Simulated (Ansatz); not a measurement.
Ideal-gas functions of `OB([SiH3])Cl` at 400 K and 1 bar, from an Ansatz frequency run at PBE0-D4/def2-TZVP.

Molar mass 94.38 g/mol, point group Cs (symmetry number 1), electronic degeneracy 1, moments of inertia 81.044, 188.684, 263.879 u Å². Harmonic wavenumbers (cm⁻¹, unscaled): 57, 158, 315, 322, 480, 570, 620, 647, 805, 900, 936, 940, 1112, 1371, 2219, 2223, 2232, 3818.

Use S(trans) = R[1.5 ln M + 2.5 ln T − 1.1517]; rotational temperatures θ = 24.2544 K / I; S(rot) = R[ln(√π/σ · √(T³/θAθBθC)) + 1.5]; for each mode x = 1.438777 ν̃/T, S = R[x/(eˣ − 1) − ln(1 − e⁻ˣ)] and H = RT x/(eˣ − 1); 1 cm⁻¹ = 0.0119627 kJ/mol; R = 8.31446 J/(mol·K).

Task: By hand: the entropy, in J/(mol·K).

Result: Translation 171.7. Rotation: θ = 0.2993, 0.1285, 0.0919 K, giving 115.4. Vibration, mode by mode: 21.50, 13.12, 7.71, 7.54, 4.74, 3.66, 3.18, 2.95, 1.88, 1.43, 1.29, 1.28, 0.77, 0.36, 0.03, 0.03, 0.02, 0.00, in all 71.5. Electronic 0.0. Sum 358.6 J/(mol·K).

Task: By hand: H − E and G − E in kJ/mol, counted from the electronic energy.

Result: Zero-point energy ½ × 19725 × 0.0119627 = 118.0; thermal vibration 15.2; translation, rotation and pV give 4 RT = 13.3. H − E = 146.5 kJ/mol, and G − E = 146.5 − 400 × 358.6/1000 = 3.1 kJ/mol.

Vibration gives 20 % of the entropy, 21.5 J/(mol·K) of it from the mode under 150 cm⁻¹: soft modes count most, and the harmonic formula is weakest for them. The sum counts one conformer and one mirror image; others add a mixing term.
